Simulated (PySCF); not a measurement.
Compound: C2H11BOSSi.
InChI=1S/C2H11BOSSi/c1-5(2)3-4-6/h3H2,1-2,6H3

Torsions of this conformer, `[CH3:1][S+:2]([CH3:3])[BH2-:4][O:5][SiH3:6]`: C1–S2–B4–O5 51°, S2–B4–O5–Si6 -177°.

The closed-shell ground state was solved at several levels (PySCF, density fitting, gas phase, non-relativistic). One conformer (not necessarily the lowest) at the PBE0-D3(BJ)/def2-SVP geometry, without solvent, vibrations or thermal averaging.

```csv
level,basis functions,HOMO (eV),LUMO (eV),gap (eV),dipole (D)
PBE0/pcSseg-1,171,-7.16,0.54,7.70,4.13
B3LYP/def2-SVPD,222,-6.98,-0.06,6.92,4.13
```

Q: What might mPW1PW91/pcSseg-1 (171 basis functions) give for the same quantities?

A: HOMO -7.20 eV, LUMO 0.54 eV, gap 7.74 eV, dipole 4.12 D.

Q: Over all these levels, which gives the widest orbital gap and which the narrowest?

A: mPW1PW91/pcSseg-1 (global hybrid, 25 % exact exchange) has the widest, 7.74 eV, and B3LYP/def2-SVPD (global hybrid, 20 % exact exchange) the narrowest, 6.92 eV. Functional and basis both differ between the two, so the spread mixes both effects.

Q: How far do the dipole and the HOMO energy spread over the levels?

A: The dipole runs from 4.12 to 4.13 D (mean 4.13 D) and the HOMO from -7.20 to -6.98 eV.
